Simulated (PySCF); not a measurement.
## Cd (cadmium, neutral) across methods

[Kr] 4d9 5s2 6s1, high-spin 3D determinant (an excited configuration). All numbers are calculated (PySCF 2.14, scalar relativity through the core potential, in aug-cc-pwCVTZ-PP with ECP28MDF (8s8p7d4f3g, 122 functions)).

```tsv
method	E (hartree)	mean ε 5s α (eV)	mean ε 5s β (eV)	mean ε 6s α (eV)	Σ⟨r²⟩ (bohr²)	⟨S²⟩
BLYP	-167.1725	-10.883	-10.643	-1.540	104.4	2.001
PBE0	-167.1907	-11.771	-11.422	-2.026	106.3	2.001
PBE	-167.2049	-10.941	-10.621	-1.757	105.0	2.001
B3LYP	-167.2620	-11.701	-11.426	-1.874	104.8	2.001
CAM-B3LYP	-167.1671	-13.106	-12.808	-2.311	105.5	2.001
LDA	-166.8994	-11.263	-10.969	-1.725	103.2	2.000
r2SCAN	-167.2456	-11.016	-10.872	-1.738	103.9	2.002
```

(1) Estimate the same row for UHF.

Energies and moments cover only the electrons outside the core potential. The outer electron is Rydberg-like, and this basis confines it to a smaller radius and binds it less than a complete one would.

Answers

(1) E (hartree) = -166.33668; mean ε 5s α (eV) = -13.430; mean ε 5s β (eV) = -12.925; mean ε 6s α (eV) = -2.511; Σ⟨r²⟩ (bohr²) = 111.2; ⟨S²⟩ = 2.003.
